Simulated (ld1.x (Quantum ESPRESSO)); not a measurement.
**Transferability test, TM potential for Mg**

* Element: Mg (Z = 12)
* Generator: ld1.x (Quantum ESPRESSO) 7.5
* Type: norm-conserving Troullier–Martins (Kleinman–Bylander form)
* Functional: PBE
* Relativity: scalar-relativistic
* Frozen core: [Ne]
* Valence charge: 2
* Reference configuration: 3s2 3p0
* Partial waves: 3p (bound, empty): rc 3.70 bohr; 3d channel at 0.2 Ry: rc 3.30 bohr; 3s (bound): rc 2.30 bohr
* Local potential: the s channel
* Core correction: a·sin(br)/r model core inside 2.30 bohr

Energies are relative to the spin-unpolarised reference configuration 3s2 3p0; without spin polarisation the order of configurations can differ from experiment.

```
valence configuration  charge  ΔE all-electron (eV)  error AE − PS (meV)
              3s1 3p0      +1                 7.960                 +1.8
              3s0 3p2       0                 7.183                  +52
              3s0 3p1      +1                12.328                 +117
```

(1) What are ΔE and the potential's error for 3s1.5 3p0?

(2) What are ΔE and the potential's error for 3s1 3p1?

Levels in the configuration 3s0 3p1:

| level | all-electron (eV) | pseudo (eV) |
| --- | --- | --- |
| 3p | -7.808 | -7.696 |

Answers

(1) ΔE = 3.144 eV all-electron; the error (AE − PS) is -0.3 meV.

(2) ΔE = 3.491 eV all-electron; the error (AE − PS) is +7.1 meV.
